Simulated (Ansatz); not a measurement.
The cluster Te2Au3, relaxed as a doublet with UKS PBE-D4/def2-SVP in Ansatz, starting from the GFN1-xTB geometry. Force threshold 0.02 eV/Å.

In the def2 sets Au, Te take a core potential; there is no spin–orbit coupling. The relaxation made no stability test and no search for a lower SCF solution. No other spin state of charge 0 was run. Another isomer (doublet) lies 0.98 eV lower at PBE0-D4/def2-TZVP; other spin states weren't run for this one.

Start:

```xyz
5

Au    0.315    0.617    1.458
Au    0.699   -1.850    0.010
Au   -1.821   -0.772    0.147
Te   -0.866    1.540   -0.766
Te    1.674    0.465   -0.849
```

| step | energy (eV) | largest force component (eV/Å) | SCF passes |
| --- | --- | --- | --- |
| 1 | -25672.8423 | 2.058 | 26 |
| 2 | -25673.0448 | 0.708 | 30 |
| 3 | -25673.1317 | 0.255 | 32 |
| 4 | -25673.1545 | 0.112 | 31 |
| 5 | -25673.1764 | 0.241 | 29 |
| 6 (rejected) | -25673.1439 | 0.272 | 29 |
| 7 | -25673.1900 | 0.222 | 31 |
| 8 | -25673.2068 | 0.105 | 31 |
| 9 | -25673.2170 | 0.049 | 32 |
| 10 | -25673.2177 | 0.008 | 28 |
| 11 (rejected) | -25673.2173 | 0.036 | 27 |
| 12 | -25673.2177 | 0.002 | 30 |

Force components are those of the run's own axes.

End:

```xyz
5

Au    0.622    1.314    1.495
Au    0.589   -2.065   -0.241
Au   -1.914   -0.994   -0.143
Te   -1.127    1.505   -0.498
Te    1.831    0.240   -0.614
```

By distances, no bond broke or formed, bridged metal pairs apart. The bond that changes most is Te4–Te5, from 2.76 to 3.22 Å (atoms count from 1). Metal–metal contacts that move far: Au1–Au3 2.87 to 3.80 Å, Au1–Au2 2.89 to 3.80 Å.

The force fell under the threshold at step 10, but the optimiser went on. No frequencies were taken in this run, so the end may be a saddle point.

Run time 41 s (4 threads of Intel Xeon Platinum 8259CL on a shared host).
